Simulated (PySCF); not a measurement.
Cl₂H₂HfS₂, SMILES [SH][Hf]([SH])([Cl])[Cl], multiplicity 1.

Geometry optimised at PBE-D3(BJ)/def2-SVP. The multiplicity is an assumed one; no other spin state was optimised. The structure was generated by enumeration; whether it is a known compound was not checked. The def2 effective core potentials stand for the cores of Hf; spin–orbit coupling is left out. Other conformers were not sampled.

Method: TDDFT-PBE0/def2-SVPD (PySCF).

Vertical excitations. The molecule is in vacuum.

Computed excitation energies, oscillator strengths and character:
```csv
state,energy (eV),λ (nm),f,main pairs
S1,4.38,283,0.003,"HOMO→LUMO 69 %, HOMO→LUMO+1 29 %"
S2,4.59,270,0.006,"HOMO−1→LUMO 38 %, HOMO→LUMO+1 32 %, HOMO−1→LUMO+1 17 %, HOMO→LUMO 11 %"
S3,4.64,267,0.013,"HOMO→LUMO+1 36 %, HOMO−1→LUMO 27 %, HOMO→LUMO 17 %, HOMO−1→LUMO+1 16 %"
S4,5.06,245,0.062,"HOMO−1→LUMO+1 57 %, HOMO−1→LUMO 29 %"
S5,5.26,236,0.002,HOMO→LUMO+2 89 %
S6,5.29,234,0.003,"HOMO−2→LUMO 72 %, HOMO−2→LUMO+1 20 %"
S7,5.42,229,0.002,"HOMO−2→LUMO+1 67 %, HOMO−2→LUMO 18 %"
S8,5.45,228,0.001,HOMO−1→LUMO+2 78 %
S9,5.48,226,0.008,HOMO→LUMO+4 87 %
S10,5.61,221,0.055,HOMO→LUMO+3 64 %
T1,4.18,297,0,"HOMO→LUMO 36 %, HOMO−1→LUMO 30 %, HOMO−1→LUMO+1 25 %"
T2,4.23,293,0,"HOMO→LUMO 53 %, HOMO−1→LUMO 20 %, HOMO−1→LUMO+1 15 %"
T3,4.27,290,0,HOMO→LUMO+1 86 %
T4,4.45,279,0,"HOMO−1→LUMO+1 51 %, HOMO−1→LUMO 44 %"
```
Triplets are in the Tamm–Dancoff approximation, which puts them higher than full response would, so one can lie above its singlet here.
